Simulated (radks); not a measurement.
All-electron atom: Au4+ in [Xe] 4f14 5d7. Method: non-relativistic Kohn-Sham, B86b exchange with PBE correlation, spin-unpolarised, spherical densities, point nucleus; relativity is left out, which matters for an element this heavy; computed with a radial shooting solver on a logarithmic mesh with Libxc functionals.

Radial electron density D(r) = 4 pi r^2 rho(r):

```
   r/bohr * D(r) (the largest magnitude, 140, reaches the edge; | marks zero)
 0.001703 |   *
 0.002254 |     *
 0.002982 |         *
 0.003977 |              *
 0.005263 |                    *
 0.006963 |                           *
 0.009213 |                                  *
  0.01219 |                                      *
  0.01626 |                                       *
  0.02151 |                                    *
  0.02846 |                                    *
  0.03766 |                                           *
  0.04983 |                                                     *
  0.06593 |                                                      *
  0.08794 |                                               *
   0.1164 |                                               *
    0.154 |                                                   *
   0.2037 |                                         *
   0.2695 |                             *
   0.3566 |                                 *
   0.4756 |                             *
   0.6293 |              *
   0.8327 |        *
    1.102 |      *
    1.458 |   *
    1.929 |*
    2.572 *
    3.404 *
    4.504 *
```

D(r) has 4 maxima, at r = 0.0143, 0.0589, 0.152, 0.386 bohr, and minima at 0.0248, 0.102, 0.276 bohr, inside which lie 1.93, 11.49, 30.39 electrons.
